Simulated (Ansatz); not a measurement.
Mean bond length (Å) of eight aromatic molecules: PBE-D3(BJ) beside B3LYP-D3(BJ), computed with Ansatz (a quantum-chemistry and plane-wave program) for isolated molecules in the bases named; differences from unrounded values. The eight are the first of their class met in an unordered collection, after screening for sound electronic states; none was chosen by its value. Each level has its own optimised geometry.

| molecule | basis | B3LYP-D3(BJ) | PBE-D3(BJ) | difference |
|---|---|---|---|---|
| C9H9N3, SMILES c1ccnc(n1)-c1n(C)ccc1 | def2-SVP | 1.266 | [?] | [?] |
| C9H5N3S2, SMILES s1nc2cccc(-c3sccn3)c2n1 | def2-SVP | 1.377 | 1.383 | 0.007 |
| C₈H₂F₄N₂O, SMILES Fc1c(F)cc(c(F)c1-c1ocnn1)F | def2-SVP | 1.335 | 1.343 | 0.007 |
| 4-fluoro-2-phenylthiophene (C₁₀H₇FS), SMILES Fc1csc(-c2ccccc2)c1 | def2-SVP | 1.325 | 1.331 | 0.006 |
| C8H5FOS, SMILES Fc1ccsc1-c1ccco1 | def2-SVP | 1.339 | 1.345 | 0.006 |
| C8H6N2Se, SMILES c1c[se]c(-c2cncnc2)c1 | def2-SVP | 1.339 | [?] | [?] |
| C8H6N2O, SMILES c1coc(-c2cncnc2)c1 | def2-SVP | 1.280 | [?] | [?] |
| C6H4S, SMILES C#Cc1ccsc1 | def2-SVP | 1.330 | 1.336 | 0.006 |

### Question
Fill in the missing entries. (Estimate from the structure and the level; the computed values follow.)

### Answer

- C9H9N3, SMILES c1ccnc(n1)-c1n(C)ccc1, PBE-D3(BJ): 1.273
- C9H9N3, SMILES c1ccnc(n1)-c1n(C)ccc1, difference: 0.007
- C8H6N2Se, SMILES c1c[se]c(-c2cncnc2)c1, PBE-D3(BJ): 1.346
- C8H6N2Se, SMILES c1c[se]c(-c2cncnc2)c1, difference: 0.007
- C8H6N2O, SMILES c1coc(-c2cncnc2)c1, PBE-D3(BJ): 1.287
- C8H6N2O, SMILES c1coc(-c2cncnc2)c1, difference: 0.007

PBE-D3(BJ) lies below B3LYP-D3(BJ) in 0 and above it in 8 of the eight; the mean signed difference is 0.007 and the largest 0.007 Å.
